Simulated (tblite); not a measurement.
Species: C7H8N (doublet state).
Structure used (GFN2-xTB), in Å, numbered top down from 1:
```
atom  x, y, z in Å
C1     3.0212   -0.0886   -0.7995
N2     1.7151   -0.4263   -0.3696
C3     0.8016    0.4681   -0.3216
C4    -0.5115    0.1622    0.1027
C5    -1.6020    1.0800    0.1903
C6    -2.6881    0.3946    0.6392
C7    -2.3027   -0.9980    0.8465
C8    -0.9969   -1.1320    0.5242
H9     3.2750   -0.7248   -1.6509
H10    3.7194   -0.3409    0.0026
H11    3.1445    0.9685   -1.0777
H12    0.9989    1.5131   -0.6098
H13   -1.5497    2.1229   -0.0605
H14   -3.6726    0.7854    0.8211
H15   -2.9724   -1.7621    1.1953
H16   -0.3875   -2.0132    0.5562
```

All values are computed: GFN2-xTB (tblite) harmonic vibrations without scaling, gas phase. Against measured fundamentals such values can be off by several per cent, at times by over 20. One conformer, not necessarily the lowest. Open shells enter through the occupations alone, without spin polarisation, and single modes of such species can be off by tens of per cent.

Harmonic wavenumbers (cm⁻¹): 95.1, 124.7, 131.4, 197.4, 279.2, 368.7, 432.1, 483.4, 575.8, 597.1, 746.3, 770.8, 791.6, 825.5, 837.4, 908.7, 928.4, 994.8, 1018.6, 1054.2, 1061.8, 1075.8, 1088.4, 1159.0, 1197.5, 1278.4, 1324.3, 1378.2, 1437.0, 1441.4, 1444.2, 1461.9, 1525.7, 1581.9, 2817.4, 2871.9, 2954.5, 2978.5, 3131.6, 3140.7, 3149.7, 3173.8.

A = 7310, B = 1146, C = 996.8 MHz; mass 106.066 u (most abundant isotopes); point group Cs, symmetry number 1; spin multiplicity 2.

Question: What is the zero-point energy?

Answer: Half the sum of the wavenumbers: 27417 cm⁻¹ = 78.39 kcal/mol.

Question: Give the ideal-gas entropy at 500 K and 1 bar in the rigid-rotor, harmonic-oscillator model (classical rotation).

Answer: Translation 42.49, rotation 29.59, vibration 34.99, spin (R ln 2) 1.38: S = 108.4 cal/(mol K).

Question: And Cp and H(500 K) − H(0)?

Answer: Cp = 47.78 cal/(mol K), of which vibrations give 39.83 (their classical limit is 42 R = 83.5); H(500 K) − H(0) = 13.63 kcal/mol without the zero-point energy, 9.66 from vibrations.

Question: Blend soft modes into free rotors: weight 1/[1 + (100 cm⁻¹/ν̃)⁴] for the oscillator and the rest for a rotor with moment μB/(μ + B), μ = h/(8π²ν), B = 10⁻⁴⁴ kg m². What vibrational entropy results?

Answer: 33.86 cal/(mol K) in place of 34.99, which changes −T·S at 500 K by +0.56 kcal/mol.

Question: Which modes carry the vibrational entropy at 500 K?

Answer: 95.1 cm⁻¹: 4.57; 124.7 cm⁻¹: 4.03; 131.4 cm⁻¹: 3.93; 197.4 cm⁻¹: 3.14; 279.2 cm⁻¹: 2.47; 368.7 cm⁻¹: 1.96 cal/(mol K); the other 36 give 14.88 together.

Question: What must be added to the electronic energy to get the Gibbs energy at 500 K and 1 bar?

Answer: ZPE + [H(500 K) − H(0)] − T·S = 78.39 + 13.63 − 54.22 = 37.80 kcal/mol.

Question: How do the functions run with temperature in this model?

Answer: 
| T (K) | S (cal/(mol K)) | Cp (cal/(mol K)) | H − H(0) (kcal/mol) | G − H(0) (kcal/mol) | ln q(vib) |
| --- | --- | --- | --- | --- | --- |
| 50 | 56.2 | 10.7 | 0.44 | -2.37 | 0.12 |
| 100 | 65.0 | 14.9 | 1.09 | -5.42 | 0.73 |
| 298.15 | 88.2 | 31.2 | 5.57 | -20.72 | 4.07 |
| 373.15 | 95.9 | 38.0 | 8.17 | -27.62 | 5.45 |
| 750 | 130.6 | 61.1 | 27.38 | -70.54 | 12.74 |
| 1000 | 149.4 | 69.5 | 43.77 | -105.59 | 17.40 |

q(vib) and H(0) count from the zero-point level.

Hindered rotation and anharmonicity are outside this model. Other conformers, if any are populated, would add a mixing term that is left out.
